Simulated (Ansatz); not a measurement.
`[SiH3]N([SiH3])BCl` + H₂ → `BCl` + `[SiH3]N[SiH3]` at 400 K and 1 bar (hydrogenolysis of a B–N bond).

Gas-phase electronic energies from Ansatz, PBE0-D4/def2-TZVP geometries. CCSD(T)/CBS is the MP2 limit (def2-TZVPP, def2-QZVPP) plus CCSD(T) − MP2 in def2-TZVPP, frozen cores. This one scheme is used for every species. One conformer a species, not always the lowest.

```
             species  CCSD(T)/CBS energy (Eh)  H − E (kJ/mol)  S (J/(mol·K))
`[SiH3]N([SiH3])BCl`              -1121.76024           226.8          410.8
                  H₂                 -1.17544            38.0          139.0
               `BCl`               -485.78909            70.2          247.0
     `[SiH3]N[SiH3]`               -637.10515           203.4          366.7
```

H − E and S are ideal-gas, rigid-rotor, harmonic terms from PBE0-D4/def2-TZVP, for one conformer and one mirror image of each species. For small species the MP2-based limit differs from directly extrapolated CCSD(T) by up to some mEh (0.8 for H₂); such offsets cancel only in part. 1 Eh = 2625.50 kJ/mol, R = 8.31446 J/(mol·K).

By hand: ΔE, ΔH, ΔS and ΔG.

ΔE = (-485.78909) + (-637.10515) − (-1121.76024) − (-1.17544) = 0.04144 Eh = 108.8 kJ/mol. Δ(H − E) = 70.2 + 203.4 − 226.8 − 38.0 = 8.8, so ΔH = 117.6 kJ/mol. ΔS = 247.0 + 366.7 − 410.8 − 139.0 = 63.9 J/(mol·K). ΔG = 117.6 − 400 × (63.9)/1000 = 92.0 kJ/mol.

By hand: the equilibrium constant, and the temperature at which ΔG would vanish if ΔH and ΔS stayed fixed.

log₁₀ K = −ΔG/(RT ln 10) = -12.0. ΔG = 0 at ΔH/ΔS = 1840 K.

ΔH outweighs TΔS. A doubt of 5 kJ/mol in ΔE shifts log₁₀ K by 0.7 here. Other conformers and mirror images would add mixing entropy, several J/(mol·K) or more a flexible species. Modes under 60 cm⁻¹, often nearly free rotors, make the harmonic entropy too high. These are equilibria of isolated gas molecules and say nothing of rates. Largest T1 diagnostic: 0.012 (customary marks: 0.02 for closed shells, 0.045 for open ones).
